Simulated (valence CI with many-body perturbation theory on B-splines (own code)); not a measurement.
## E1 transitions of Zn16+

Level of theory: configuration interaction combined with many-body perturbation theory (CI+MBPT): four valence electrons over a frozen Dirac-Fock core [Ne], radial functions for each j: 11 s, 11 p, 10 d, 8 f, 5 g, 2 h, with the one-electron correlation potential Σ1, the two-electron term Σ2, the three-electron term Σ3, Breit, model QED; selected CI, second order for the rest, scaled by the run's own slope (own B-spline code, finite nucleus).

No measured levels were compared; by estimate levels of excited configurations hold to 0.05 to 0.15 % of their energy, terms of the ground configuration to about 0.5 %. Among the levels kept, up to 820 cm⁻¹ of a level comes from second order outside the variational space, and about a tenth of that is noise between levels of different J, which matters for small intervals.

Lines 151 to 200 of 563 in falling wavelength, among levels below 194.18 eV, chosen from the strongest by gf and those to the six lowest levels. Wavelengths and rates use the calculated energies, so an error of 200 cm⁻¹ moves a line at 209.2 Å by 0.042 % and its rate by three times that or more. Electric multipoles are in the length gauge, E1 and E2 with the static RPA response of the core. Weak lines are less certain than strong ones. Lines between different terms over intervals too small for the method are left out, as are lines whose strength nearly cancels. Where a level lies close to another of its J and parity, the split of strength between their lines is uncertain. The highest levels of a list are the least certain.

Names give the largest LS component (configuration and term), which can be under half, so a name can repeat, a term be missing and a line seem to break the LS rules; names also repeat where a configuration has a term twice. Letters in brackets count levels of one name in rising energy.

```tsv
λ vac (Å)	Upper	Lower	A (s⁻¹)	S (a.u.)
209.2	3p³3d ⁵D°_4 [b]	3s3p²3d ⁵F_4	4.33e+09	1.76e-01
209.2	3s3p3d² ³G°_3 [a]	3s3p²3d ³D_2 [c]	3.04e+09	9.61e-02
209.1	3s3p²3d ¹F_3 [b]	3s²3p3d ¹F°_3	4.04e+10	1.28e+00
208.9	3s3p²3d ³D_1 [d]	3s²3p3d ³P°_0	1.78e+10	2.40e-01
208.9	3s3p²3d ¹P_1 [a]	3s²3p3d ³F°_2	8.82e+09	1.19e-01
208.9	3p³3d ¹F°_3	3s3p²3d ¹F_3 [a]	3.45e+09	1.09e-01
208.5	3s3p²3d ¹D_2 [b]	3s²3p3d ¹D°_2	4.53e+09	1.01e-01
208.5	3p³3d ³D°_1 [d]	3s3p²3d ³P_1 [b]	7.55e+09	1.01e-01
208.3	3p³3d ⁵D°_2	3s3p²3d ⁵F_3	1.09e+10	2.43e-01
207.9	3p³3d ³D°_2 [b]	3s3p²3d ³P_2 [a]	4.43e+09	9.83e-02
207.3	3s3p3d² ¹F°_3	3s3p²3d ³D_3 [a]	4.92e+09	1.51e-01
207.2	3s3p3d² ³D°_3	3s3p²3d ³P_2 [b]	1.83e+10	5.61e-01
206.7	3s3p3d² ³D°_3	3s3p²3d ³D_3 [b]	4.03e+09	1.23e-01
206.6	3p³3d ³D°_2 [c]	3s3p²3d ¹F_3 [a]	4.10e+09	8.91e-02
206.5	3s3p3d² ³D°_2	3s3p²3d ³P_1 [b]	1.55e+10	3.37e-01
206.4	3s3p3d² ³H°_5	3s3p²3d ³F_4 [b]	1.63e+09	7.77e-02
206.4	3p³3d ¹F°_3	3s3p²3d ¹G_4	1.38e+10	4.20e-01
206.3	3p³3d ³D°_1 [d]	3s3p²3d ³P_0 [b]	1.03e+10	1.34e-01
206.3	3p³3d ¹D°_2 [b]	3s3p²3d ¹P_1 [a]	5.57e+09	1.21e-01
206.3	3p³3d ⁵D°_1	3s3p²3d ⁵F_2	1.13e+10	1.47e-01
205.2	3p³3d ⁵D°_3	3s3p²3d ⁵F_3	7.24e+09	2.16e-01
205.0	3p³3d ³D°_1 [d]	3s3p²3d ³D_2 [b]	7.02e+09	8.96e-02
204.9	3p³3d ⁵D°_2	3s3p²3d ⁵F_2	9.90e+09	2.10e-01
204.4	3p³3d ⁵D°_1	3s3p²3d ⁵F_1	1.06e+10	1.34e-01
204.2	3p³3d ⁵D°_0	3s3p²3d ⁵F_1	2.22e+10	9.35e-02
204.1	3s3p3d² ³D°_3	3s3p²3d ³F_4 [b]	6.81e+09	2.00e-01
204.0	3s²3p3d ³F°_3	3s²3p² ¹D_2	1.01e+07	2.95e-04
203.1	3s3p²3d ³D_2 [d]	3s²3p3d ³D°_1	6.22e+09	1.29e-01
202.7	3p³3d ³D°_1 [d]	3s3p²3d ³D_1 [b]	5.75e+09	7.09e-02
202.2	3p⁴ ³P_2	3s3p³ ⁵S°_2	1.09e+08	2.22e-03
202.1	3s3p²3d ¹D_2 [b]	3s²3p3d ³D°_1	8.20e+09	1.67e-01
201.7	3s3p²3d ³D_2 [c]	3s²3p3d ³F°_3	2.19e+10	4.43e-01
201.1	3p³3d ³D°_2 [a]	3p⁴ ³P_1	4.20e+09	8.44e-02
200.9	3s3p²3d ³D_3 [d]	3s²3p3d ³P°_2	1.66e+10	4.65e-01
200.8	3s3p3d² ³G°_4	3s3p²3d ³D_3 [b]	2.09e+09	7.51e-02
200.7	3s3p3d² ³S°_1	3s3p²3d ³P_2 [b]	6.84e+09	8.19e-02
200.6	3s3p²3d ¹D_2 [c]	3s²3p3d ¹P°_1	2.68e+10	5.33e-01
200.5	3s3p²3d ³P_2 [c]	3s²3p3d ³D°_3	3.32e+10	6.60e-01
200.3	3s3p²3d ¹P_1 [b]	3s²3p3d ¹D°_2	1.37e+10	1.64e-01
200.3	3s3p3d² ³D°_3	3s3p²3d ³D_2 [b]	4.17e+09	1.16e-01
200.2	3p³3d ³P°_2 [b]	3s3p²3d ³P_2 [a]	3.69e+09	7.30e-02
200.1	3s3p²3d ³F_4 [c]	3s²3p3d ³F°_4	3.63e+10	1.29e+00
200.1	3s3p²3d ³D_3 [c]	3s²3p3d ³F°_4	3.81e+10	1.06e+00
199.6	3p³3d ³D°_2 [c]	3s3p²3d ³D_2 [a]	7.07e+09	1.39e-01
199.5	3s3p3d² ³F°_2	3s3p²3d ³D_1 [a]	3.59e+09	7.03e-02
199.5	3s3p3d² ³F°_3	3s3p²3d ¹G_4	3.24e+09	8.89e-02
199.3	3s3p3d² ³D°_2	3s3p²3d ³F_3 [b]	4.14e+09	8.09e-02
199.0	3s²3p3d ³D°_1	3s²3p² ¹S_0	7.71e+07	8.99e-04
198.6	3s²3d² ³F_2	3s²3p3d ¹F°_3	4.50e+09	8.70e-02
198.6	3s3p²3d ³F_3 [c]	3s²3p3d ³F°_3	2.49e+10	6.72e-01
```
